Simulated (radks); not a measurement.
Task: Species: the lead ion Pb65+. Configuration: [Ne] 3s2 3p5. All-electron calculation, scalar-relativistic Kohn-Sham, SCAN, spin-unpolarised, spherical densities, finite nucleus; meta-GGA in the generalised Kohn-Sham scheme; Fermi nuclear charge, rms radius 5.5012 fm. Program: a radial shooting solver on a logarithmic mesh with Libxc functionals. Some entries of the table are withheld. Estimate them.

orbital,occ.,eigenvalue (eV),<1/r> (bohr^-1)
1s,2,-93490.84,101.3
2s,2,(1),(2)
2p,6,-18726.21,21.10
3s,2,-8269.164,9.556
3p,5,-7616.096,8.714

Result: 
(1) 2s eigenvalue (eV): -20947.27
(2) 2s <1/r> (bohr^-1): 24.04
